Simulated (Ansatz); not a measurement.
Ansatz results at the PBE0-D4/def2-TZVP geometry: LUMO energy (PBE/def2-TZVPP) -2.26 eV; HOMO–LUMO gap (ωB97M-V/def2-TZVPP) 10.29 eV; HOMO energy (B3LYP/def2-TZVPP) -7.40 eV.

**Question.** Which molecule gave them?
A. `CN(C)C(=S)N(C)C`
B. `[O]=[Ge]`
C. `[Si-]#[S+]`
D. `[C-]#[N+]c1ccccc1`

**Answer.** D. The others give `[O]=[Ge]`: -2.80, 10.76, -8.27; `[Si-]#[S+]`: -3.09, 9.77, -7.80; `CN(C)C(=S)N(C)C`: -1.04, 9.76, -5.43.

B3LYP here is the variant with VWN-RPA as its local correlation; programs differ in this.
